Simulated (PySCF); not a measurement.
Precursor series Zr Cl-F. Gas-phase values, no solvent.

The LUMO from two functionals at the same geometries (r2SCAN-D4/def2-SVP), both in PySCF: PBE-D3(BJ)/def2-TZVP and B3LYP-D3(BJ)/def2-TZVP. B3LYP has the VWN-RPA correlation part, as in Gaussian. 

```json
[
 {"species": "0 of 4 Cl replaced by F", "B3LYP-D3(BJ)/def2-TZVP (eV)": "-2.95"},
 {"species": "1 of 4 Cl replaced by F ([Zr(Cl)3(F)])", "B3LYP-D3(BJ)/def2-TZVP (eV)": "-2.76"},
 {"species": "2 of 4 Cl replaced by F ([Zr(Cl)2(F)2])", "B3LYP-D3(BJ)/def2-TZVP (eV)": "-2.52"},
 {"species": "3 of 4 Cl replaced by F", "B3LYP-D3(BJ)/def2-TZVP (eV)": "-2.11"},
 {"species": "4 of 4 Cl replaced by F", "B3LYP-D3(BJ)/def2-TZVP (eV)": "-1.67"}
]
```

**Question.** What does PBE-D3(BJ)/def2-TZVP give for each?

**Answer.** 
- 0 of 4 Cl replaced by F: -3.52
- 1 of 4 Cl replaced by F ([Zr(Cl)3(F)]): -3.32
- 2 of 4 Cl replaced by F ([Zr(Cl)2(F)2]): -3.08
- 3 of 4 Cl replaced by F: -2.70
- 4 of 4 Cl replaced by F: -2.26
Over these rows, drawn at random from the members with no instability flagged (it was tested for open shells, ions and some series alone), PBE minus B3LYP-D3(BJ): mean -0.57 eV, from -0.59 eV to -0.57 eV.
